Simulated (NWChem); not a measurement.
GaBrF$_{2}$; SMILES [F][Ga]([F])[Br]

Results from NWChem. All runs use the structure optimised with PBE0/def2-SVP. Ions are spin-unrestricted doublets at the neutral geometry; other ion states weren't tried.

### Question
What does the run give for CAM-B3LYP/def2-SVP? Quantities: vertical ionisation energy, ΔSCF (eV); −ε(HOMO) (eV).

### Answer
```json
{
  "vertical ionisation energy, ΔSCF (eV)": "12.02",
  "−ε(HOMO) (eV)": "10.59"
}
```
